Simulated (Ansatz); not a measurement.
C2H7AlSi, SMILES `C[CH]1[AlH][SiH2]1`, relaxed with RKS PBE0-D4/def2-TZVP in Ansatz from a PBE-D4/def2-SVP geometry. The force threshold is 0.005 eV/Å; the program also tests the step.

The species carries charge 0 and has multiplicity 1.

Start:

```xyz
11

C    -0.719    1.295   -0.516
C    -0.388   -0.065    0.082
Al   -0.002   -1.908   -0.500
Si    1.293   -0.558    0.929
H    -0.783    2.094    0.254
H     0.060    1.608   -1.241
H    -1.685    1.286   -1.065
H    -1.156   -0.377    0.848
H    -0.541   -3.104   -1.418
H     1.470   -0.365    2.417
H     2.451    0.094    0.211
```

**Question.** How much energy does the relaxation release, and in how many steps? (Best estimate.)

**Answer.** Ansatz gave: 0.89 kcal/mol, in 4 steps.

**Question.** Which bonds change most? (Best estimate.)

**Answer.** Computed: C2–Si4 from 1.946 to 1.917 Å; Al3–Si4 from 2.354 to 2.328 Å; C2–Al3 from 1.971 to 1.950 Å; Si4–H10 from 1.511 to 1.491 Å.

**Question.** Give the relaxed structure. (Estimate.)

**Answer.** The calculation gave: 
```xyz
11

C    -0.711    1.284   -0.512
C    -0.380   -0.069    0.081
Al    0.001   -1.894   -0.491
Si    1.278   -0.548    0.915
H    -0.773    2.067    0.251
H     0.059    1.591   -1.224
H    -1.663    1.273   -1.052
H    -1.139   -0.373    0.835
H    -0.544   -3.071   -1.401
H     1.449   -0.362    2.385
H     2.423    0.101    0.213
```
